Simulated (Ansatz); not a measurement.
```xyz
4

C    -0.0017    0.0357   -0.6056
O     0.1217    0.0767    0.6675
H    -0.0439   -0.9993   -1.0744
H    -0.0418    0.8083   -1.1309
```

Basis set: STO-3G (spherical functions). Correlated methods keep 2 orbitals frozen. Charge 0, multiplicity 1.

Computed with Ansatz (development build ahead of 0.2.0); each method stands on the lowest determinant of its kind that the runs found. Restricted open shells among the atoms or ions are ROHF, correlated in semicanonical orbitals with singles.

**Question.** Give the atomization energy at this shape (free ground-state atoms in the same class of orbitals less the molecule, no zero-point energy) of singlet CH₂O by RHF-MP2, RHF.

**Answer.**

```tsv
method	atomization energy
RHF-MP2	310.10 kcal/mol
RHF	238.71 kcal/mol
```

Caution: no unrestricted run beside it, a lower state can exist; the shape is not the minimum.

This basis has no polarisation functions and is too small for such energies, which can lie far from measured ones in either direction.
